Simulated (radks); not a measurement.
Species: Nb III. Configuration: [Kr] 4d3 (the NIST ground configuration).

Calculated with a radial shooting solver on a logarithmic mesh with Libxc functionals: scalar-relativistic Kohn-Sham, PBE, spin-polarised, spherical densities, point nucleus; open shells are filled with parallel spins first (spin-orbit coupling, left out, can overturn this in heavy ions).

Energy parts (eV):
total: -103917.950
kinetic: 106999.186
electron-nucleus: -249685.439
Hartree: 41987.045
exchange-correlation: -3218.742

Orbitals (lengths in bohr, moments of r in powers of bohr):
| orbital | occ. | eigenvalue (eV) | <r^2> |
|---|---|---|---|
| 1s down | 1 | -18826.10 | 0.001757 |
| 1s up | 1 | -18826.09 | 0.001757 |
| 2s up | 1 | -2648.525 | 0.02944 |
| 2s down | 1 | -2648.228 | 0.02944 |
| 2p up | 3 | -2366.712 | 0.02318 |
| 2p down | 3 | -2366.494 | 0.02318 |
| 3s up | 1 | -456.5358 | 0.2251 |
| 3s down | 1 | -456.3819 | 0.2251 |
| 3p up | 3 | -364.4330 | 0.2315 |
| 3p down | 3 | -364.2605 | 0.2314 |
| 3d up | 5 | -213.9357 | 0.2262 |
| 3d down | 5 | -213.6623 | 0.2260 |
| 4s up | 1 | -76.5575 | 1.521 |
| 4s down | 1 | -74.7586 | 1.501 |
| 4p up | 3 | -52.6512 | 1.919 |
| 4p down | 3 | -50.6043 | 1.895 |
| 4d up | 3 | -19.9850 | 4.027 |
| 4d down | 0 | -17.6845 | 4.111 |

The highest occupied level is 4d up at -19.985 eV. Summed over all electrons, <r^2> = 30.85 bohr^2, which gives a Langevin (diamagnetic) susceptibility term of -24.4 x 10^-6 cm^3/mol. Spin moment in Bohr magnetons: 3. The density falls to 0.001 e/bohr^3 at r = 3.62 bohr.
